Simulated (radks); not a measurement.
Values are calculated unless marked as measured or tabulated.
Q: The oxygen ion O4+, [He] 2s2. Code: a radial shooting solver on a logarithmic mesh with Libxc functionals. Model: non-relativistic Kohn-Sham, PBE, spin-polarised, spherical densities, point nucleus. Every spin shell is full or empty, so the densities are truly spherical. Functionals are evaluated on that one density, not self-consistently. Rank these orbital-free kinetic functionals by their error against the exact value of the orbitals, and give that value: Thomas-Fermi, von Weizsacker, TF + vW, TF + vW/9, TF + vW/5, APBEK, revAPBEK, Perdew 92, Thakkar, Pearson, LKT, PG1, DePristo-Kress, Ernzerhof.

A: Exact: 68.2089 hartree. From best to worst, with 100 (|E| - |E exact|)/|E exact| (equal figures are ties): revAPBEK +0.08, Thakkar -0.53, APBEK -0.69, Perdew 92 -0.73, TF + vW/9 -0.75, Ernzerhof +1.20, DePristo-Kress -2.04, Pearson -4.82, TF + vW/5 +7.19, von Weizsacker -10.66, Thomas-Fermi -10.68, PG1 +43.38, LKT +50.60, TF + vW +78.66.
